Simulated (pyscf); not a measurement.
PySCF, gas phase, ωB97X-D3(BJ)/def2-SVP geometries.

Task: Estimate by transition-state theory the rate constant of F–N•–F + GeH₄ → F–NH–F + GeH₃• (doublet surface; Ge–H broken, H–N formed) at 1200 K, with ωB97M-D3(BJ)/def2-TZVP energies (ideal gas, 1 atm, RRHO with modes under 100 cm⁻¹ raised to 100, one conformer, R ln 2 for chiral ones without a mode under 150 cm⁻¹; no tunnelling).

Result: The electronic barrier is 19.4 kcal/mol and the thermal terms add +30.2, so ΔG‡ = 49.6 kcal/mol. With k_BT/h = 2.50e+13 s⁻¹ and RT = 2.385 kcal/mol, and a volume of 1.64e-19 cm³ per molecule at 1 atm, k = 3.8e-15 cm³ molecule⁻¹ s⁻¹. Wigner's tunnelling factor for 1886i cm⁻¹ would be 1.21. A shift of 1 kcal/mol in the barrier changes k by a factor 1.5. One saddle was located; it need not be the lowest between these sides. The angle at the transferred H is 162°. Elements up to Kr have no core potential and no relativistic terms here.
